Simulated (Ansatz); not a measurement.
One change: `CC1(Cl)O[SiH2]1` becomes `ClC1(Cl)O[SiH2]1`.

Ansatz, PBE0-D4/def2-TZVP geometries, multiplicity 1. 

| property | `CC1(Cl)O[SiH2]1` |
| --- | --- |
| LUMO energy (B3LYP/def2-TZVPP) / eV | -1.19 |
| HOMO–LUMO gap (ωB97M-V/def2-TZVPP) / eV | 10.37 |
| HOMO–LUMO gap (PBE0/def2-TZVPP) / eV | 6.42 |
| ideal-gas entropy at 298 K and 1 bar (rigid rotor, harmonic PBE0-D4/def2-TZVP) / J/(mol·K) | 325 |
| HOMO energy (ωB97M-V/def2-TZVPP) / eV | -9.57 |
| size of the dipole moment (PBE/def2-TZVPP) / D | 2.42 |

Question: Give the same properties after the change, and the shifts. (Best estimate.)

Answer: Ansatz gave: 
```json
{"property": "LUMO energy (B3LYP/def2-TZVPP) / eV", "`ClC1(Cl)O[SiH2]1`": "-1.69", "shift": "-0.50"}
{"property": "HOMO–LUMO gap (ωB97M-V/def2-TZVPP) / eV", "`ClC1(Cl)O[SiH2]1`": "10.22", "shift": "-0.15"}
{"property": "HOMO–LUMO gap (PBE0/def2-TZVPP) / eV", "`ClC1(Cl)O[SiH2]1`": "6.24", "shift": "-0.18"}
{"property": "ideal-gas entropy at 298 K and 1 bar (rigid rotor, harmonic PBE0-D4/def2-TZVP) / J/(mol·K)", "`ClC1(Cl)O[SiH2]1`": "325", "shift": "0"}
{"property": "HOMO energy (ωB97M-V/def2-TZVPP) / eV", "`ClC1(Cl)O[SiH2]1`": "-9.88", "shift": "-0.31"}
{"property": "size of the dipole moment (PBE/def2-TZVPP) / D", "`ClC1(Cl)O[SiH2]1`": "2.86", "shift": "0.44"}
```

With PBE0 the HOMO falls by 0.33 eV and the LUMO falls by 0.51 eV, so the gap narrows by about 0.18 eV. PBE moves the HOMO by -0.32 eV and ωB97M-V by -0.31 eV. The zero-point energy changes by -97.8 kJ/mol with -9 modes. Dipoles are sizes alone; their direction can turn.

Positive LUMOs are unbound, so they and the gaps depend on the basis.

B3LYP here is the variant with VWN-RPA as its local correlation; programs differ in this.
